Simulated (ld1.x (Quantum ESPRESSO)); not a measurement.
# Varying the ultrasoft potential for Al

Base potential:

* Element: aluminium (Al)
* Generator: ld1.x (Quantum ESPRESSO) 7.5
* Type: ultrasoft
* Functional: PBE
* Relativity: non-relativistic
* Frozen core: [Ne]
* Valence charge: 3
* Reference configuration: 3s2 3p0 (charge +1)
* Partial waves: 3s (bound): rcut 1.65, rcutus 1.75 bohr; 3s channel at -0.1 Ry: rcut 1.65, rcutus 1.75 bohr; 3p (bound, empty): rcut 1.65, rcutus 2.15 bohr; 3p channel at 0.65 Ry: rcut 1.65, rcutus 2.15 bohr
* Local potential: all-electron potential smoothed inside 1.70 bohr (lloc = -1)
* Core correction: Bessel-smoothed model core, default radius (core density twice the valence density)
* Augmentation charge: PSQ, inside the norm-conserving radii

All-electron outer shells of the reference configuration (PBE, non-relativistic, ld1.x):

```json
{"shell": "3s", "level (eV)": "-14.78", "outermost node (bohr)": "0.80", "outermost maximum (bohr)": "2.01"}
{"shell": "3p", "level (eV)": "-9.07", "outermost node (bohr)": "0.81", "outermost maximum (bohr)": "2.39"}
```

Cutoffs, loose and tight: the cutoffs (Ry, on a coarse ladder) from which the occupation-weighted sum of valence levels, in a spherical-Bessel basis at the reference potential, stays within 10 and 1 mRy of its value at 400 Ry. They do not see the model core or the augmentation charge, which bear on the density cutoff. Test errors are all-electron minus pseudo excitation energies from the reference, over the configurations 3s2 3p1; 3s1 3p0; 3s2 3p0.5; 3s0 3p3; 3s1 3p1; 3s1 3p2; 3s2 3p1.3. A dash means not determined; rows that change the core or the reference have their own tests.

The default core radius of the base comes out at 1.31 bohr.

```tsv
change	outcome	cutoff, loose	cutoff, tight	bound ghosts	largest test error (meV)
base	generated	10 Ry	15 Ry	none	-5.7
waves 3s (bound): rcut 1.65, rcutus 2.34 bohr; 3s channel at -0.1 Ry: rcut 1.65, rcutus 2.34 bohr	generated	6 Ry	6 Ry	none	-2.8
wave 3p channel at 0.65 Ry: rcut 1.65, rcutus 2.15 bohr becomes 3p channel at -0.09 Ry: rcut 1.65, rcutus 2.15 bohr	generated	10 Ry	15 Ry	none	-5.7
local potential all-electron potential smoothed inside 1.65 bohr (lloc = -1)	generated	10 Ry	15 Ry	none	-5.6
all radii but the core radius scaled by about 1.26 (s 2.20, p 2.70 bohr, rcut 2.08/2.08); local potential all-electron potential smoothed inside 2.14 bohr (lloc = -1)	generated	6 Ry	8 Ry	none	-16
waves 3p (bound): rcut 1.65, rcutus 2.22 bohr; 3p channel at 0.65 Ry: rcut 1.65, rcutus 2.22 bohr	generated	10 Ry	15 Ry	none	-5.7
core correction Bessel-smoothed model core inside 2.00 bohr	generated	10 Ry	15 Ry	none	+16
scalar-relativistic	generated	10 Ry	15 Ry	none	-6.3
```

What comes out with this change to the base: type TM; waves now 3p (bound): rc 2.15 bohr; 3s (bound): rc 1.75 bohr; local potential the s channel?

outcome: generated; cutoff, loose: 10 Ry; cutoff, tight: 30 Ry; bound ghosts: none; largest test error (meV): -11.

What comes out with this change to the base: reference 3s2 3p1?

outcome: generated; cutoff, loose: 10 Ry; cutoff, tight: 12 Ry; bound ghosts: none; largest test error (meV): -5.9.
